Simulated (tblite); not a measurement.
C8H11OP.
Atom-mapped SMILES: `[CH2:1]=[C:2]([CH3:3])[P:4]([CH3:5])[c:6]1[cH:7][cH:8][cH:9][o:10]1` (hydrogens: H11, H12 on C1; H13, H14, H15 on C3; H16, H17, H18 on C5; H19 on C7; H20 on C8; H21 on C9)

A start from a force field or distance geometry was refined with GFN2-xTB geometry optimisation, gas phase in tblite 0.8.0. Values at the start:

| coordinate | start |
| --- | --- |
| C1=C2 | 1.340 Å |
| C1–H11 | 1.094 Å |
| C1–H12 | 1.087 Å |
| C2–C3 | 1.482 Å |
| C2–P4 | 1.803 Å |
| C3–H13 | 1.136 Å |
| P4–C5 | 1.852 Å |
| P4–C6 | 1.828 Å |
| C5–H16 | 1.124 Å |
| C6–C7 | 1.402 Å |
| C6–O10 | 1.295 Å |
| C7–C8 | 1.387 Å |
| C7–H19 | 1.075 Å |
| C8–C9 | 1.375 Å |
| C8–H20 | 1.080 Å |
| C9–O10 | 1.315 Å |
| C1–C2–C3 | 116.2° |
| C2–P4–C5 | 116.1° |
| C2–P4–C6 | 114.4° |
| C3–C2–P4 | 120.0° |
| P4–C6–O10 | 125.9° |
| C5–P4–C6 | 109.1° |
| C6–O10–C9 | 113.7° |
| C8–C9–O10 | 106.1° |
| C1–C2–P4–C5 | -26° |
| C2–P4–C6–C7 | -87° |

How do these coordinates change at the GFN2-xTB level?

```csv
coordinate,GFN2-xTB (Å or °),change
C6–O10,1.353,+0.058
C3–H13,1.088,-0.048
C2–P4,1.840,+0.037
C5–H16,1.089,-0.035
C6–C7,1.367,-0.035
C7–C8,1.414,+0.027
C9–O10,1.340,+0.025
C2–C3,1.499,+0.017
C1=C2,1.325,-0.015
C1–H11,1.079,-0.015
C8–C9,1.361,-0.014
C1–H12,1.076,-0.011
P4–C6,1.819,-0.009
C8–H20,1.071,-0.009
C7–H19,1.071,-0.004
P4–C5,1.850,-0.002
C2–P4–C6,96.7,-17.7
C2–P4–C5,101.2,-14.9
C5–P4–C6,97.4,-11.7
C1–C2–C3,122.8,+6.6
C6–O10–C9,107.2,-6.5
C3–C2–P4,113.5,-6.5
P4–C6–O10,119.5,-6.4
C8–C9–O10,110.9,+4.8
C2–P4–C6–C7,-119,-32
C1–C2–P4–C5,-29,-3
```

The energy falls by 122.3 kJ/mol over 189 L-BFGS steps, the largest force on an atom goes from 4.06 to 0.010 eV/Å, and the atoms move by 0.691 Å rms after alignment. The bond that changes most is C6–O10 (substituted aromatic carbon to furan-type oxygen), which lengthens by 0.058 Å. Bonds longer at the end by more than 0.005 Å: 6 of 21; shorter: 11. Among the dihedrals that turn most is C2–P4–C5–H18, from -107° to -44°. Rotational constants go from 2044, 757.3, 628.2 to 1931, 864.6, 770.0 MHz.

Its GFN2-xTB frequencies are all real (lowest 27 cm⁻¹). The numbers are those of one conformer. 3 starts were optimised and ended at 0.00, 0.02 and 0.02 kcal/mol (GFN2-xTB); the lowest of these is shown.

These are computed values.
